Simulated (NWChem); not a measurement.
System: AlNH4O2; SMILES [NH2][Al]([OH])[OH]

```xyz
8

Al    -0.0667     0.0022    -0.0006
O      0.5907    -1.5675     0.0000
H      1.5169    -1.8064     0.0007
O     -1.7579     0.1754     0.0000
H     -2.3593    -0.5699     0.0017
N      0.9026     1.4764    -0.0015
H      0.4969     2.4050    -0.0022
H      1.9126     1.5374    -0.0040
```
Atoms are numbered in this order, from 1.

Results from NWChem. Coordinates come from a PBE0/def2-SVP optimisation. Atomic charges in e: unrestrained fits to the electrostatic potential beside Mulliken populations; buried atoms are poorly determined by the fit.

### Question
What does the run give for B3LYP/def2-SVP? Quantities: ESP Al1; Mulliken Al1; ESP O2; Mulliken O2; ESP O4; Mulliken O4; ESP N6; Mulliken N6; relative RMS misfit of the potential (%).

### Answer
```yaml
ESP Al1: 1.21
Mulliken Al1: 0.79
ESP O2: -0.85
Mulliken O2: -0.47
ESP O4: -0.80
Mulliken O4: -0.47
ESP N6: -1.09
Mulliken N6: -0.44
relative RMS misfit of the potential (%): 20
```
